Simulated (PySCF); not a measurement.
Planning a shielding job on `C=C[C@@H]1C[C@H]1[SiH2]P[SiH2]F`.

Method: GIAO PBE0/pcSseg-1 NMR shielding, non-relativistic, gas phase (PySCF 2.14.0, density-fitted response routines). Geometry: GFN2-xTB. Work: shieldings, ring-centre shieldings, charges and field gradients, density and orbital grids written, density fitting. The input is one job of a driver script: a line of settings, then coordinates in Å.

Command:
```bash
OMP_NUM_THREADS=1 python probes_run.py task.json out
```

Input:
```
{"job": {"kind": "nmr", "xc": "PBE0", "basis": "pcSseg-1"}, "charge": 0, "multiplicity": 1}
C     -3.328285    -1.271002     0.386243
C     -2.583858    -0.461024     1.122527
C     -1.614472     0.525221     0.611752
C     -1.831081     1.221995    -0.699405
C     -0.747439     0.197308    -0.589765
Si     1.059197     0.722671    -0.624270
P      2.244339    -1.178261    -0.662413
Si     4.244043    -0.432619    -0.055253
F      4.785223     0.441233    -1.293941
H     -3.289021    -1.276131    -0.690363
H     -4.014262    -1.967884     0.835157
H     -2.662850    -0.502000     2.201604
H     -1.144821     1.116277     1.388876
H     -2.721073     0.975655    -1.258984
H     -1.546510     2.261177    -0.770109
H     -0.966304    -0.762194    -1.045807
H      1.342895     1.596354     0.527070
H      1.386082     1.458470    -1.849789
H      1.891321    -1.611294     0.601474
H      5.181145    -1.538821     0.074101
H      4.306809     0.501812     1.063203
```

Hardware: one thread, Arm Neoverse V1 (aarch64), shared host with 32 logical CPUs at a one-minute load of 34. PySCF's memory limit was set to 1040 MB.

The basis has 234 functions.

Problem. What wall time should be expected on this hardware?

Solution. About 1.7 min. The SCF took 13 cycles.

Problem. Estimate the peak memory.

Solution. About 1.1 GiB. Peak memory is the resident size of the whole Python process, interpreter and libraries included.

Problem. At this speed, how long would 5000 such jobs take on 8 cores, one job a core?

Solution. 5000/8 gives 625 rounds of 1.7 min, about 18 h of wall time and 140 core-hours, if the jobs don't slow each other.

The SCF part of the output:
```
coarse grid: 18832 points
cycle   1  E = -1217.0276144716  dE =  9.556e-01  |g| = 6.412e-01  |ddm| = 4.157e+00
cycle   2  E = -1216.9611696438  dE =  6.644e-02  |g| = 9.293e-01  |ddm| = 1.274e+00
cycle   3  E = -1217.1099307078  dE = -1.488e-01  |g| = 7.918e-02  |ddm| = 7.647e-01
cycle   4  E = -1217.1109828398  dE = -1.052e-03  |g| = 3.156e-02  |ddm| = 9.376e-02
cycle   5  E = -1217.1112067268  dE = -2.239e-04  |g| = 5.341e-03  |ddm| = 3.533e-02
cycle   6  E = -1217.1112131364  dE = -6.410e-06  |g| = 1.938e-03  |ddm| = 9.454e-03
final grid: 167888 points
cycle   7  E = -1217.1695737941  dE = -4.841e-05  |g| = 9.082e-03  |ddm| = 3.998e-02
cycle   8  E = -1217.1695622125  dE =  1.158e-05  |g| = 1.129e-02  |ddm| = 2.004e-02
cycle   9  E = -1217.1695953529  dE = -3.314e-05  |g| = 8.911e-04  |ddm| = 1.155e-02
cycle  10  E = -1217.1695955288  dE = -1.759e-07  |g| = 3.092e-04  |ddm| = 1.102e-03
cycle  11  E = -1217.1695955516  dE = -2.285e-08  |g| = 9.903e-05  |ddm| = 3.328e-04
cycle  12  E = -1217.1695955538  dE = -2.220e-09  |g| = 3.466e-05  |ddm| = 1.063e-04
cycle  13  E = -1217.1695955541  dE = -2.904e-10  |g| = 6.681e-06  |ddm| = 3.642e-05
converged SCF energy = -1217.1695955541
```

On the final grid dE counts from the start density on that grid.

The host was shared with other jobs, so the times are rough.
